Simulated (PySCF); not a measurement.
Splitting trees

Numbering as in the mapped SMILES `[F:1][C:2]([F:3])([F:4])[C:5]([F:6])([F:7])[C:8]([F:9])([F:10])[F:11]`.

Theory: B3LYP/pcJ-1 coupling constants, shielding tensors at B3LYP/pcSseg-2 (GIAO), PBE0-D3(BJ)/def2-SVP geometry, in PySCF 2.14.0 with density-fitted response routines (no relativistic terms, rapidly exchanging positions averaged, one computed conformer, no solvent model).

Shifts are taken against calculated references (same method and geometry level): ¹⁹F (σref 169.74) against CFCl3.

Spectrometer: 600 MHz for ¹H. First-order analysis; couplings under 1 Hz (under 4 Hz in carbon signals) are ignored, and nearly equal couplings are merged; the smaller ones broaden or split the lines further.

(1) What pattern does F1/F3/F4/F9/F10/F11 show (¹⁹F)?

(2) What pattern does F6/F7 show (¹⁹F)?

Answers

(1) A triplet at δ -94.0: 6.0 Hz to F6/F7 (2 × ¹⁹F, 3 bonds away). Lines in Hz from the centre (relative intensity): +6.0 (1), +0.0 (2), -6.0 (1). The outer lines are 12.0 Hz apart, the sum of the couplings kept, or 0.021 ppm at this field.

(2) A septet at δ -146.3: 6.0 Hz to F1/F3/F4/F9/F10/F11 (6 × ¹⁹F, 3 bonds away). Lines in Hz from the centre (relative intensity): +18.0 (1), +12.0 (6), +6.0 (15), +0.0 (20), -6.0 (15), -12.0 (6), -18.0 (1). The outer lines are 36.0 Hz apart, the sum of the couplings kept, or 0.064 ppm at this field.
